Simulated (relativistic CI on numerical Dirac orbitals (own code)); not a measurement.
Os36+: computed level list

Computed by Dirac-Coulomb-Breit CI, KLI orbitals optimised for each configuration, model QED (radiative potential, 1s self-energy scaled to tabulated hydrogen-like ionisation energies), unscaled Slater integrals (own radial code, finite nucleus).

Configurations in the expansion (outside the closed core [Ar] 3d10): 4s2 4p6 4d4, 4s2 4p6 4d3 4f, 4s2 4p5 4d5, 4s 4p6 4d5, 4s2 4p5 4d4 4f, 4s 4p6 4d4 4f, 4s2 4p6 4d3 5s, 4s2 4p6 4d2 4f 5s, 4s2 4p6 4d3 5p, 4s2 4p6 4d3 5d, 4s2 4p5 4d4 5s, 4p6 4d5 4f, 4s2 4p6 4d3 5f, 4s2 4p6 4d2 5s 5p, 4s 4p6 4d3 4f 5s, 4s2 4p6 4d3 6s, 4s2 4p6 4d3 6p, 4p6 4d5 5p, 4p6 4d6, 4p5 4d7, 4p5 4d6 4f, 4s2 4p6 4d2 5s2, 4s2 4p6 4d 4f 5s2, 4s2 4p5 4d2 4f 5s2, 4s 4p6 4d2 4f 5s2. Double excitations out of closed p, d and f shells are left out; levels of such configurations are missing from the list, as are those of other unlisted configurations, and high levels can miss mixing partners. These lack a partner that the ground configuration has and come out too high: 4s2 4p5 4d4 5s.

The lowest level is 4s2 4p6 4d4 3P_0, with 57 % of that term; Hund's rules for 4s2 4p6 4d4 give 5D with J = 0, of which the calculation keeps J, while another term leads.

```tsv
No.	Configuration	Term	J	E (cm⁻¹)	%	Next component (%)	Lifetime (s)	jj configuration (%)
1	4s2 4p6 4d4	3P	0	0	57	30 5D		4d3/2^4 (97)
2	4s2 4p6 4d4	5D	1	133832	62	37 3P	1.57e-05	4d3/2^3 4d5/2 (97)
3	4s2 4p6 4d4	3F	4	177242	28	24 3H		4d3/2^3 4d5/2 (97)
4	4s2 4p6 4d4	5D	2	181038	45	15 3D	4.50e-04	4d3/2^3 4d5/2 (86)
5	4s2 4p6 4d4	3F	3	193474	28	25 5D	1.41e-02	4d3/2^3 4d5/2 (90)
6	4s2 4p6 4d4	5D	0	301581	63	21 1S	5.23e-06	4d3/2^2 4d5/2^2 (96)
7	4s2 4p6 4d4	5D	2	307630	42	20 3F	8.10e-06	4d3/2^2 4d5/2^2 (89)
8	4s2 4p6 4d4	3H	4	310547	39	38 5D	1.51e-05	4d3/2^2 4d5/2^2 (96)
9	4s2 4p6 4d4	5D	3	315977	46	37 3G	1.49e-05	4d3/2^2 4d5/2^2 (89)
10	4s2 4p6 4d4	3H	5	331326	67	32 3G	2.83e-05	4d3/2^2 4d5/2^2 (99)
11	4s2 4p6 4d4	1I	6	342574	50	49 3H	5.88e-02	4d3/2^2 4d5/2^2 (98)
12	4s2 4p6 4d4	3P	1	346379	44	38 3D	1.26e-05	4d3/2^2 4d5/2^2 (93)
13	4s2 4p6 4d4	3F	3	360309	44	26 3D	1.96e-05	4d3/2^2 4d5/2^2 (95)
14	4s2 4p6 4d4	3G	4	360811	56	37 1G	6.62e-05	4d3/2^2 4d5/2^2 (97)
15	4s2 4p6 4d4	3D	2	367066	33	32 3F	4.64e-05	4d3/2^2 4d5/2^2 (95)
16	4s2 4p6 4d4	3F	2	414469	46	30 3P	8.45e-06	4d3/2^2 4d5/2^2 (94)
17	4s2 4p6 4d4	3F	4	424393	64	21 1G	2.64e-05	4d3/2^2 4d5/2^2 (88)
18	4s2 4p6 4d4	3P	2	467359	36	35 1D	9.43e-05	4d3/2^2 4d5/2^2 (89)
19	4s2 4p6 4d4	5D	4	483897	29	26 1G	6.18e-06	4d3/2 4d5/2^3 (87)
20	4s2 4p6 4d4	3F	3	486661	44	25 5D	5.33e-06	4d3/2 4d5/2^3 (95)
21	4s2 4p6 4d4	3D	1	505167	54	27 3P	4.09e-06	4d3/2 4d5/2^3 (95)
22	4s2 4p6 4d4	3G	5	505577	67	32 3H	1.10e-05	4d3/2 4d5/2^3 (99)
23	4s2 4p6 4d4	3H	6	508766	50	49 1I	1.26e-05	4d3/2 4d5/2^3 (98)
24	4s2 4p6 4d4	3P	0	512704	63	36 1S	1.29e-05	4d3/2^2 4d5/2^2 (58)
25	4s2 4p6 4d4	3F	2	538091	48	38 3P	6.12e-06	4d3/2 4d5/2^3 (91)
26	4s2 4p6 4d4	1F	3	543235	36	34 3D	8.52e-06	4d3/2 4d5/2^3 (97)
27	4s2 4p6 4d4	1S	0	576962	76	19 3P	1.30e-05	4d3/2 4d5/2^3 (51)
28	4s2 4p6 4d4	3F	3	593723	66	29 1F	1.02e-05	4d3/2 4d5/2^3 (99)
29	4s2 4p6 4d4	3P	1	595000	91	6 3D	6.63e-06	4d3/2 4d5/2^3 (97)
30	4s2 4p6 4d4	1G	4	600204	69	21 3F	7.54e-06	4d3/2 4d5/2^3 (95)
31	4s2 4p6 4d4	1D	2	612093	63	27 3P	9.01e-06	4d3/2 4d5/2^3 (81)
32	4s2 4p6 4d4	3F	4	686153	48	21 1G	3.78e-06	4d5/2^4 (95)
33	4s2 4p6 4d4	1D	2	725912	40	23 3D	3.63e-06	4d5/2^4 (87)
34	4s2 4p6 4d4	1S	0	822817	53	45 3P	2.62e-06	4d5/2^4 (86)
35	4s2 4p5 4d5	5D°	4	1502455	35	23 7P°	2.97e-10	4p3/2^3 4d5/2 (81)
36	4s2 4p5 4d5	3P°	2	1533587	24	16 3D°	2.28e-10	4p3/2^3 4d5/2 (91)
37	4s2 4p5 4d5	5P°	3	1567993	27	26 3D°	2.72e-10	4p3/2^3 4d5/2 (83)
38	4s2 4p5 4d5	3D°	1	1609391	31	17 5F°	6.68e-12	4p3/2^3 4d5/2 (64)
39	4s2 4p5 4d5	7P°	4	1628782	41	15 3G°	2.11e-10	4p3/2^3 4d3/2^3 4d5/2^2 (72)
40	4s2 4p5 4d5	5P°	3	1657620	19	18 3F°	1.50e-10	4p3/2^3 4d3/2^3 4d5/2^2 (86)
41	4s2 4p5 4d5	5F°	5	1665646	36	31 5G°	1.77e-10	4p3/2^3 4d3/2^3 4d5/2^2 (93)
42	4s2 4p5 4d5	5P°	2	1669249	20	20 3F°	4.08e-11	4p3/2^3 4d3/2^3 4d5/2^2 (90)
43	4s2 4p5 4d5	5G°	6	1671587	41	30 3H°	3.06e-10	4p3/2^3 4d3/2^3 4d5/2^2 (91)
44	4s2 4p5 4d5	5P°	1	1675300	45	26 3P°	2.49e-10	4p3/2^3 4d3/2^3 4d5/2^2 (90)
45	4s2 4p5 4d5	5D°	3	1678793	31	22 5F°	5.17e-11	4p3/2^3 4d3/2^3 4d5/2^2 (88)
46	4s2 4p5 4d5	3F°	4	1686491	40	21 5G°	1.14e-10	4p3/2^3 4d3/2^3 4d5/2^2 (89)
47	4s2 4p5 4d5	3P°	2	1693500	23	16 5D°	3.77e-11	4p3/2^3 4d3/2^3 4d5/2^2 (82)
48	4s2 4p5 4d5	5H°	7	1697255	45	40 3I°	3.93e-10	4p3/2^3 4d3/2^3 4d5/2^2 (93)
49	4s2 4p5 4d5	3F°	4	1705708	20	19 5F°	4.49e-11	4p3/2^3 4d3/2^3 4d5/2^2 (85)
50	4s2 4p5 4d5	3G°	5	1716815	30	15 3H°	2.39e-11	4p3/2^3 4d3/2^3 4d5/2^2 (82)
51	4s2 4p5 4d5	3F°	3	1719444	33	15 3D°	1.07e-10	4p3/2^3 4d3/2^3 4d5/2^2 (79)
52	4s2 4p5 4d5	3H°	5	1736418	31	29 3G°	2.24e-10	4p3/2^3 4d3/2^3 4d5/2^2 (89)
53	4s2 4p5 4d5	3H°	6	1737815	43	21 5G°	4.12e-10	4p3/2^3 4d3/2^3 4d5/2^2 (93)
54	4s2 4p5 4d5	3F°	4	1738033	24	23 5F°	2.92e-10	4p3/2^3 4d3/2^3 4d5/2^2 (92)
55	4s2 4p5 4d5	5F°	2	1741159	17	17 3D°	2.25e-11	4p3/2^3 4d3/2^3 4d5/2^2 (69)
56	4s2 4p5 4d5	3D°	1	1747740	35	18 3P°	2.50e-11	4p3/2^3 4d3/2^3 4d5/2^2 (79)
57	4s2 4p5 4d5	5D°	0	1748511	47	29 3P°	6.68e-12	4p3/2^3 4d3/2^3 4d5/2^2 (70)
58	4s2 4p5 4d5	3F°	2	1752977	24	22 3D°	2.66e-11	4p3/2^3 4d3/2^3 4d5/2^2 (77)
59	4s2 4p6 4d3 4f	3H°	4	1757184	27	22 5I°	3.53e-11	4d3/2^3 4f5/2 (66)
60	4s2 4p5 4d5	5F°	3	1764030	22	15 3G°	1.12e-11	4p3/2^3 4d3/2^3 4d5/2^2 (55)
61	4s2 4p5 4d5	3F°	2	1766909	21	17 1D°	5.71e-11	4p3/2^3 4d3/2^3 4d5/2^2 (64)
62	4s2 4p5 4d5	5F°	1	1767825	21	16 3P°	8.29e-12	4p3/2^3 4d3/2^3 4d5/2^2 (64)
63	4s2 4p5 4d5	3G°	3	1787514	11	11 5P°	1.20e-11	4p3/2^3 4d3/2^3 4d5/2^2 (64)
64	4s2 4p5 4d5	7P°	4	1788584	20	16 5D°	5.69e-11	4p3/2^3 4d3/2^2 4d5/2^3 (67)
65	4s2 4p5 4d5	3D°	2	1792703	21	14 4s2 4p6 4d3 4f 3F°	4.56e-11	4p3/2^3 4d3/2^3 4d5/2^2 (45)
66	4s2 4p5 4d5	3G°	5	1798045	21	19 5G°	4.03e-11	4p3/2^3 4d3/2^3 4d5/2^2 (58)
67	4s2 4p5 4d5	3F°	4	1808817	28	19 3G°	2.71e-11	4p3/2^3 4d3/2^3 4d5/2^2 (67)
68	4s2 4p6 4d3 4f	5I°	4	1815428	22	14 4s2 4p5 4d5 3F°	8.14e-12	4p3/2^3 4d3/2^3 4d5/2^2 (33)
69	4s2 4p5 4d5	5F°	5	1815895	29	28 3G°	1.17e-10	4p3/2^3 4d3/2^2 4d5/2^3 (65)
70	4s2 4p5 4d5	3D°	1	1820171	26	23 3P°	4.12e-11	4p3/2^3 4d3/2^3 4d5/2^2 (61)
```

Energies count from the lowest computed level; ° marks odd parity; lifetimes are radiative, by E1, M1, E2, M2, E3 decay to levels of this space only; some are left blank where a channel outside the calculation adds to the decay or the decay crosses a small, uncertain gap. Filled j subshells are mostly left out of the jj labels.

The mean weight of the leading LS term, summed over parents, in these 70 levels is 40 %, and that of the leading jj configuration (from the same eigenvectors) 83 %, so jj coupling describes them better and the LS labels are nominal.

At this charge energies of transitions that change n are usually good to better than 1 %, and those within a shell (Δn = 0) to a few per cent. Terms inside the open d or f shell come out 10 to 20 % too wide with unscaled integrals.

LS names give the leading component of a level, which can be under half, so a name can repeat, a term be missing and a line seem to break the LS rules.
